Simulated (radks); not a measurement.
The numbers below are computed, except where a source is named.
Question: The mean radii <r> (bohr) of the occupied orbitals of an atom or ion are listed with their occupations. Code: a radial shooting solver on a logarithmic mesh with Libxc functionals. Model: non-relativistic Kohn-Sham, PBE, spin-polarised, spherical densities, point nucleus.

orbital  occ.      <r>
1s          2  0.04018
2s          2   0.1770
2p          6   0.1523
3s          2   0.5034
3p          6   0.5033
3d         10   0.4968
4s          2    1.384
4p          6    1.574
5s          2    4.398

Name the element and its charge. Open shells, if any, are filled with parallel spins first.

Answer: Z = 38, strontium, charge 0: Sr in [Kr] 5s2. The 1s radius gives Z: for a bare nucleus <r> = 1.5/Z, 0.03947 bohr for Z = 38, and screening makes it slightly larger (0.04018 here). The occupations add up to 38, and the charge is Z minus that.
